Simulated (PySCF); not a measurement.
Start geometry of `Cc1ccc(B(F)F)nc1` from GFN2-xTB (Å):
```
atom  x, y, z in Å
C1    -2.6684    0.0448    0.0161
C2    -1.1752    0.0356    0.0334
C3    -0.4309   -0.8173   -0.7715
C4     0.9509   -0.7681   -0.7172
C5     1.5781    0.1393    0.1451
B6     3.1367    0.2159    0.2299
F7     3.8063    1.0410    1.0020
F8     3.9036   -0.5769   -0.5011
N9     0.8527    0.9595    0.9176
C10   -0.4574    0.9049    0.8596
H11   -3.0636    0.1707    1.0219
H12   -3.0266    0.8781   -0.5891
H13   -3.0585   -0.8769   -0.4089
H14   -0.9286   -1.5139   -1.4321
H15    1.5531   -1.4206   -1.3302
H16   -0.9797    1.5930    1.5132
```

Q: What comes out of this run: PBE0-D3(BJ)/def2-SVP geometry optimisation, gas phase (PySCF 2.14.0)?

A: 
```
atom  x, y, z in Å
C1    -2.6488   -0.1332    0.2069
C2    -1.1561   -0.0552    0.1228
C3    -0.4110   -0.8799   -0.7203
C4     0.9725   -0.7353   -0.7684
C5     1.5872    0.2367    0.0298
B6     3.1342    0.4380    0.0012
F7     3.7406    1.3561    0.7189
F8     3.8922   -0.3300   -0.7668
N9     0.8741    1.0307    0.8488
C10   -0.4380    0.8815    0.8886
H11   -2.9993   -0.0073    1.2420
H12   -3.1150    0.6665   -0.3924
H13   -3.0254   -1.0935   -0.1721
H14   -0.9131   -1.6328   -1.3347
H15    1.5796   -1.3693   -1.4186
H16   -0.9835    1.5426    1.5749
```

The energy falls by 0.047 eV over 7 energy and gradient evaluations, the largest force component goes from 0.0120 to 3.1e-04 Eh/bohr, and the atoms move by 0.025 Å rms after alignment. The bond that changes most is C10–H16 (aromatic CH next to a ring nitrogen to aromatic hydrogen), which lengthens by 0.015 Å. Bonds longer at the end by more than 0.005 Å: 11 of 16; shorter: 0. Among the angles that change most is F7–B6–F8, from 113.9° to 117.2°. Rotational constants go from 3773, 730.5, 614.3 to 3691, 736.9, 616.7 MHz. The orientation of the end geometry is arbitrary; only internal coordinates are fixed.

The run used 170 basis functions and 55 SCF cycles in all.

Whether it is a minimum is left open (no frequencies).
